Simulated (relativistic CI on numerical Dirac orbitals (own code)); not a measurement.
Crystal-field levels of Fe⁷⁺, 3d

Calculated by Dirac-Coulomb-Breit CI, orbitals from a KLI potential per configuration, model QED, one configuration in a parametric crystal field, unscaled Slater integrals (own radial code).

Field parameters in Wybourne normalisation: Oh B⁴₀ = 21Dq, B⁴₄ = √(5/14) B⁴₀. The field is a parameter set, without covalency.

S is read from ⟨S²⟩ = S(S + 1).

Levels (cm⁻¹, degeneracy): 0 (4), 1144 (2), 11098 (4).

**Question.** Which field gives this pattern?
A. Oh, 10Dq = 34100 cm⁻¹
B. Oh, 10Dq = 43500 cm⁻¹
C. Oh, 10Dq = 20000 cm⁻¹
D. Oh, 10Dq = 10600 cm⁻¹

**Answer.** D. Oh, 10Dq = 10600 cm⁻¹, ground level with S = 0.50.
